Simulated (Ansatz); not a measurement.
Si(F)3(NCO) (CF₃NOSi), SMILES O=C=N[Si](F)(F)F.

The structure is a stationary point at r2SCAN-D4/def2-SVP. One conformer was computed; it need not be the lowest.

Two levels are set side by side: PBE/def2-SVPD (Ansatz, a program for electronic structure) and PBE0/def2-SVPD (Ansatz). Energy differences of separate SCF runs at the same geometry; the states with an electron removed or added have multiplicity 2 and 2. Differences are taken from unrounded values.

```json
[
 {"quantity": "vertical ionisation energy (eV)", "PBE0": "12.51", "PBE": "12.15", "PBE minus PBE0": "-0.36"},
 {"quantity": "vertical singlet–triplet gap (eV)", "PBE0": "6.76", "PBE": "6.68", "PBE minus PBE0": "-0.09"}
]
```
